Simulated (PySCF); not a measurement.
## CuCl⁺: energy against distance

Set-up: basis Cu def2-TZVPPD, Cl def2-TZVPPD; no relativity; PySCF 2.14. Energies in eV from Cu⁺ (3d10) + Cl in their ground configurations at the same level. State: ²Π (doublet), unpaired electrons π ↑.

All columns are PBE0. A positive dipole points towards Cl; it is taken about the centre of mass and depends on that origin.

| R (Å) | E (eV) | μ (D) | Mulliken charge on Cu (basis-dependent) | HOMO (eV) | LUMO (eV) | Mayer bond order | ⟨S²⟩ |
| --- | --- | --- | --- | --- | --- | --- | --- |
| 1.802 | -0.663 | -2.82 | 0.92 | -15.61 | -12.58 | 1.36 | 0.76 |
| 1.885 | -1.115 | -2.87 | 0.81 | -15.57 | -12.58 | 1.39 | 0.76 |
| 1.969 | -1.347 | -2.87 | 0.76 | -15.52 | -12.58 | 1.36 | 0.76 |
| 2.032 | -1.422 | -2.85 | 0.74 | -15.49 | -12.57 | 1.31 | 0.76 |
| 2.095 | -1.438 | -2.81 | 0.74 | -15.45 | -12.55 | 1.23 | 0.76 |
| 2.158 | -1.414 | -2.74 | 0.75 | -15.41 | -12.52 | 1.14 | 0.76 |
| 2.242 | -1.343 | -2.63 | 0.77 | -15.36 | -12.47 | 1.01 | 0.76 |
| 2.346 | -1.225 | -2.49 | 0.79 | -15.27 | -12.38 | 0.82 | 0.76 |
| 2.472 | -1.075 | -2.37 | 0.81 | -15.05 | -12.23 | 0.61 | 0.76 |
| 2.640 | -0.893 | -2.41 | 0.84 | -14.86 | -11.99 | 0.41 | 0.75 |

A fit through these points gives, at Re = 2.085 Å, μ = -2.82 D and dμ/dR = 0.830 D/Å; the reduced mass is 22.48 u.

**Question.** How strong is the fundamental in the double-harmonic approximation, I = 42.26·(dμ/dR)²/μred km/mol?

**Answer.** I = 42.26·(0.830)²/22.48 = 1.30 km/mol at PBE0.

For an ion De counts to the pair picked by the measured ionisation energies or electron affinities, which need not be the lowest pair at this level. The state is the lowest single determinant that the PBE0 search found; with open d or f shells the true ground state can be another one.
